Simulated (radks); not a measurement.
Lu IV, configuration [Xe] 4f13 5f1 (not the ground configuration).

Calculated with a radial shooting solver on a logarithmic mesh with Libxc functionals: scalar-relativistic Kohn-Sham, SCAN, spin-polarised, spherical densities, finite nucleus; open shells are filled with parallel spins first (spin-orbit coupling, left out, can overturn this in heavy ions); meta-GGA in the generalised Kohn-Sham scheme; Fermi nuclear charge, rms radius 5.37 fm.

Energy parts (eV):
part                      energy
total                 -396224.07
kinetic                432863.07
electron-nucleus      -973544.67
Hartree                152619.15
exchange-correlation    -8161.63

Orbitals (lengths in bohr, moments of r in powers of bohr; <r^-3> diverges for s and p1/2; r(max) is where P^2 peaks; r(90%) holds 90 % of the orbital's charge):
| orbital | occ. | eigenvalue (eV) | r(max) | <r^-3> | r(90%) |
|---|---|---|---|---|---|
| 1s down | 1 | -63352.27 | 0.01213 | - | 0.0351 |
| 1s up | 1 | -63352.27 | 0.01213 | - | 0.0351 |
| 2s up | 1 | -10844.16 | 0.06924 | - | 0.127 |
| 2s down | 1 | -10844.13 | 0.06924 | - | 0.127 |
| 2p up | 3 | -9541.519 | 0.05661 | 16860 | 0.119 |
| 2p down | 3 | -9541.497 | 0.05661 | 16860 | 0.119 |
| 3s up | 1 | -2501.977 | 0.1954 | - | 0.311 |
| 3s down | 1 | -2501.381 | 0.1954 | - | 0.311 |
| 3p up | 3 | -2108.478 | 0.1929 | 3704 | 0.317 |
| 3p down | 3 | -2107.856 | 0.1929 | 3705 | 0.317 |
| 3d up | 5 | -1635.527 | 0.1576 | 482.6 | 0.299 |
| 3d down | 5 | -1635.018 | 0.1576 | 482.8 | 0.299 |
| 4s up | 1 | -537.4501 | 0.4463 | - | 0.685 |
| 4s down | 1 | -536.1825 | 0.4463 | - | 0.685 |
| 4p up | 3 | -407.5414 | 0.4669 | 843.8 | 0.736 |
| 4p down | 3 | -406.3070 | 0.4669 | 842.8 | 0.737 |
| 4d up | 5 | -237.5743 | 0.4805 | 93.65 | 0.819 |
| 4d down | 5 | -236.3617 | 0.4805 | 93.48 | 0.820 |
| 5s up | 1 | -99.7522 | 1.027 | - | 1.64 |
| 5s down | 1 | -99.6941 | 1.030 | - | 1.64 |
| 5p up | 3 | -68.2595 | 1.169 | 118.3 | 1.92 |
| 5p down | 3 | -68.1718 | 1.173 | 118.1 | 1.92 |
| 4f up | 7 | -51.1851 | 0.4656 | 14.68 | 1.15 |
| 4f down | 6 | -50.0104 | 0.4661 | 14.60 | 1.15 |
| 5f up | 1 | -11.7336 | 3.779 | 0.2331 | 6.25 |

The highest occupied level is 5f up at -11.734 eV. Spin moment in Bohr magnetons: 2.

Empty levels of this run are not shown, since the potential may be unsettled where no density lies.
